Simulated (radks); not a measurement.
Task: The niobium ion Nb3+, configuration [Kr] 4d1.5 5s0.5 (fractional occupations, a model configuration). Calculated with a radial shooting solver on a logarithmic mesh with Libxc functionals: Dirac Kohn-Sham, RPBE, spin-unpolarised, spherical densities, point nucleus; open shells are shared between the two j in proportion to 2j + 1.

Spin-orbit splittings of the eigenvalues, e(l+1/2) - e(l-1/2), with zeta = 2 splitting/(2l+1) and mean radii in bohr:

shell  occ.  splitting (eV)  zeta (eV)  <r> j=l-1/2  <r> j=l+1/2
2p        6           95.76      63.84       0.1346       0.1391
3p        6           15.52      10.35       0.4384       0.4489
3d       10           2.891      1.156       0.4306       0.4341
4p        6           2.212      1.474        1.247        1.274
4d      1.5          0.2444    0.09778        1.674        1.685
4f        0        0.001269  0.0003625        4.030        4.031
5p        0               ?          ?        3.210        3.263
5d        0         0.04585    0.01834        4.343        4.357

Estimate the 5p splitting.

Result: 0.3504 eV (zeta = 0.2336 eV).
